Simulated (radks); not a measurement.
The nuclear charge of the molybdenum ion Mo+ is varied continuously with 41 electrons held in [Kr] 4d5. All-electron calculation, scalar-relativistic Kohn-Sham, LDA (Slater exchange, Perdew-Wang correlation), spin-polarised, spherical densities, point nucleus; open shells are filled with parallel spins first (spin-orbit coupling, left out, can overturn this in heavy ions). Program: a radial shooting solver on a logarithmic mesh with Libxc functionals. By the Hellmann-Feynman theorem dE/dZ = E(electron-nucleus)/Z, the electronic potential at the nucleus. The scalar-relativistic energy here is not variational (the density holds large components alone), so the two differ by a part that grows with Z.

Z = 41: E (hartree) -3815.60236; E(electron-nucleus)/Z (hartree) -224.395; HOMO 4d; e(HOMO) (eV) -2.575; <r> HOMO (bohr) 2.353
Z = 41.2: E (hartree) -3860.73150; E(electron-nucleus)/Z (hartree) -225.909; HOMO 4d; e(HOMO) (eV) -4.042; <r> HOMO (bohr) 2.224
Z = 41.4: E (hartree) -3906.16487; E(electron-nucleus)/Z (hartree) -227.420; HOMO 4d; e(HOMO) (eV) -5.687; <r> HOMO (bohr) 2.116
Z = 41.6: E (hartree) -3951.90196; E(electron-nucleus)/Z (hartree) -228.928; HOMO 4d; e(HOMO) (eV) -7.493; <r> HOMO (bohr) 2.023
Z = 41.8: E (hartree) -3997.94235; E(electron-nucleus)/Z (hartree) -230.435; HOMO 4d; e(HOMO) (eV) -9.450; <r> HOMO (bohr) 1.942
Z = 42: E (hartree) -4044.28572; E(electron-nucleus)/Z (hartree) -231.940; HOMO 4d; e(HOMO) (eV) -11.547; <r> HOMO (bohr) 1.871
Z = 42.2: E (hartree) -4090.93184; E(electron-nucleus)/Z (hartree) -233.444; HOMO 4d; e(HOMO) (eV) -13.778; <r> HOMO (bohr) 1.808
Z = 42.4: E (hartree) -4137.88051; E(electron-nucleus)/Z (hartree) -234.947; HOMO 4d; e(HOMO) (eV) -16.134; <r> HOMO (bohr) 1.751
Z = 42.6: E (hartree) -4185.13162; E(electron-nucleus)/Z (hartree) -236.450; HOMO 4d; e(HOMO) (eV) -18.610; <r> HOMO (bohr) 1.699
Z = 42.8: E (hartree) -4232.68509; E(electron-nucleus)/Z (hartree) -237.952; HOMO 4d; e(HOMO) (eV) -21.201; <r> HOMO (bohr) 1.652
Z = 43: E (hartree) -4280.54088; E(electron-nucleus)/Z (hartree) -239.454; HOMO 4d; e(HOMO) (eV) -23.903; <r> HOMO (bohr) 1.608

The central difference of E at Z = 42 is -232.474 hartree, to compare with the third column; the second derivative is -7.57 hartree.
